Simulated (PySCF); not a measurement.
SMILES [CH3][SnH2][CH3], CAM-B3LYP/def2-SVP optimised geometry.

```
11

Sn     0.05    -1.28     0.00
C     -0.67     0.75     0.00
C     -0.67    -2.33     1.74
H     -0.49    -2.08    -1.42
H      1.77    -1.28     0.00
H     -0.30     1.28     0.89
H     -0.32     1.28    -0.90
H     -1.77     0.76     0.02
H     -0.31    -3.37     1.73
H     -0.31    -1.84     2.65
H     -1.77    -2.33     1.75
```

Density from CAM-B3LYP/def2-TZVP, def2 effective core potentials past Kr (PySCF) at that geometry. The core electrons that the potentials of Sn replace are not part of the density.

Minimum of the electron density along straight lines between bonded atoms, close to the bond critical point (lines longer than 1.1 times the sum of covalent radii, or with two minima, are not listed):

```json
[
 {"bond": "Sn1–C2", "length / Å": "2.153", "ρ at the minimum / e bohr⁻³": "0.105", "∇²ρ there / e bohr⁻⁵": "0.11", "position (fraction from the first atom)": "0.51"},
 {"bond": "Sn1–C3", "length / Å": "2.153", "ρ at the minimum / e bohr⁻³": "0.105", "∇²ρ there / e bohr⁻⁵": "0.11", "position (fraction from the first atom)": "0.51"},
 {"bond": "Sn1–H4", "length / Å": "1.717", "ρ at the minimum / e bohr⁻³": "0.112", "∇²ρ there / e bohr⁻⁵": "0.08", "position (fraction from the first atom)": "0.63"},
 {"bond": "Sn1–H5", "length / Å": "1.717", "ρ at the minimum / e bohr⁻³": "0.112", "∇²ρ there / e bohr⁻⁵": "0.08", "position (fraction from the first atom)": "0.63"},
 {"bond": "C2–H6", "length / Å": "1.099", "ρ at the minimum / e bohr⁻³": "0.270", "∇²ρ there / e bohr⁻⁵": "-0.89", "position (fraction from the first atom)": "0.64"},
 {"bond": "C2–H7", "length / Å": "1.099", "ρ at the minimum / e bohr⁻³": "0.270", "∇²ρ there / e bohr⁻⁵": "-0.89", "position (fraction from the first atom)": "0.64"},
 {"bond": "C2–H8", "length / Å": "1.099", "ρ at the minimum / e bohr⁻³": "0.270", "∇²ρ there / e bohr⁻⁵": "-0.89", "position (fraction from the first atom)": "0.64"},
 {"bond": "C3–H9", "length / Å": "1.099", "ρ at the minimum / e bohr⁻³": "0.270", "∇²ρ there / e bohr⁻⁵": "-0.89", "position (fraction from the first atom)": "0.64"},
 {"bond": "C3–H10", "length / Å": "1.099", "ρ at the minimum / e bohr⁻³": "0.270", "∇²ρ there / e bohr⁻⁵": "-0.89", "position (fraction from the first atom)": "0.64"},
 {"bond": "C3–H11", "length / Å": "1.099", "ρ at the minimum / e bohr⁻³": "0.270", "∇²ρ there / e bohr⁻⁵": "-0.89", "position (fraction from the first atom)": "0.64"}
]
```
